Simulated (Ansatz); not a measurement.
System: sum formula SiP₄H₈ (charge 0, singlet). SMILES: [Si](P)(P)(P)P
Coordinates optimised at B3LYP-D3(BJ)/def2-TZVP (Ansatz, an electronic-structure program):
```xyz
13

P      2.1835    -0.0786     0.6006
Si    -0.0025     0.0047     0.0003
P     -0.4262     1.8195    -1.2907
P     -0.4056    -1.9170    -1.1358
P     -1.1959     0.0751     1.9278
H      2.6544     0.2113    -0.7067
H      2.2267     1.2773     1.0192
H      0.1977     1.2864    -2.4496
H     -1.7240     1.3881    -1.6743
H     -1.8111    -1.7224    -1.1603
H     -0.4396    -2.7405     0.0202
H     -0.9744     1.4596     2.1565
H     -2.4309     0.2887     1.2613
```

Computed values are from Ansatz. Correlated levels leave the core frozen unless marked. UHF or UKS for open shells. No spin-orbit coupling. Non-relativistic. Basis-set limits of correlation are two-point, X^-3; Hartree-Fock from the larger set.

### Question
What is the atomisation energy De at CCSD(T)/CBS(cc-pV(T+d)Z,cc-pV(Q+d)Z)?

### Answer
3606.7 kJ/mol.

### Question
What is the dipole moment at CCSD(T)/aug-cc-pV(D+d)Z?

### Answer
0.88 D.

### Question
What is the T1 diagnostic at CCSD/cc-pV(Q+d)Z?

### Answer
0.015.

### Question
What is the total energy at CCSD(T)/CBS(cc-pV(T+d)Z,cc-pV(Q+d)Z)?

### Answer
-1657.6386 Eh.
